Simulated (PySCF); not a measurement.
A species of formula C6H13OP has this rotational fingerprint, computed with PySCF 2.14.0, PBE0-D3(BJ)/def2-SVP geometry optimisation, gas phase:

| Quantity | Value |
| --- | --- |
| Rotational constants | A = 2621, B = 1357, C = 1114 MHz |
| Dipole components | \|μa\| = 3.70 D, \|μb\| = 0.60 D, \|μc\| = 2.10 D |
| Inertial defect | -111.58 u·Å² |
| κ | -0.68 |

Question: Which structure is it? (One computed conformer of each.)
A. `[CH3:1][C@@H:2]1[CH2:3][CH2:4][P@@H:5](=[O:6])[C@@H:7]1[CH3:8]` with C1–C2–C3–C4 -177°, C2–C3–C4–P5 33°, C3–C4–P5–O6 -133°, C4–P5–C7–C8 105°
B. `[CH3:1][C@@H:2]1[CH2:3][CH2:4][CH2:5][CH2:6][P@H:7]1=[O:8]` with C1–C2–C3–C4 178°, C2–C3–C4–C5 62°, C3–C4–C5–C6 -61°, C4–C5–C6–P7 57°

Answer: A. It is C[C@@H]1CC[P@@H](=O)[C@@H]1C, an asymmetric top, point group C1. The candidates at the same level (rigid rotor, commonest isotopes):

| SMILES | A (MHz) | B (MHz) | C (MHz) | μa (D) | μb (D) | μc (D) | Δ (u·Å²) | point group | rotor |
| --- | --- | --- | --- | --- | --- | --- | --- | --- | --- |
| C[C@@H]1CC[P@@H](=O)[C@@H]1C | 2621 | 1357 | 1114 | 3.70 | 0.60 | 2.10 | -111.58 | C1 | asymmetric top |
| C[C@@H]1CCCC[P@H]1=O | 2227 | 1692 | 1041 | 3.96 | 1.72 | 0.50 | -40.37 | C1 | asymmetric top |

`C[C@@H]1CCCC[P@H]1=O` has B 25 % too high. No structure here is proved a minimum.
